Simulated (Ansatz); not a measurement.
Gas-phase electronic energies from Ansatz, PBE0-D4/def2-TZVP geometries. CCSD(T)/CBS is the MP2 limit (def2-TZVPP, def2-QZVPP) plus CCSD(T) − MP2 in def2-TZVPP, frozen cores. Functionals use def2-TZVPP. For Ge outer-core shells are correlated without core-valence functions, which leaves a few kJ/mol of doubt a bond. Scalar relativity is left out up to krypton. Each species was taken in one conformer, which may not be the lowest.

`N#CBCl` + `C[C](=N)[GeH3]` → `CC(=N)BCl` + `N#[C][GeH3]`  (redistribution)

```json
{"level": "r2SCAN-D4", "ΔE (kcal/mol)": "-0.3"}
{"level": "PBE", "ΔE (kcal/mol)": "0.6"}
```

(1) What does CCSD(T)/CBS give? (Estimate.)

Largest T1 diagnostic among the species: 0.014.

Answers

(1) Computed: -1.9 kcal/mol. The listed levels differ from it by 1.6, 2.5 kcal/mol.

From PBE to PBE0 (25 % exact exchange), in def2-TZVPP and without D4, ΔE moves by −1.5 kcal/mol. In def2-TZVPP, CCSD(T) changes the Hartree–Fock value by +1.9 kcal/mol (the triples alone add +0.3 kcal/mol) and MP2 by +2.3 kcal/mol.
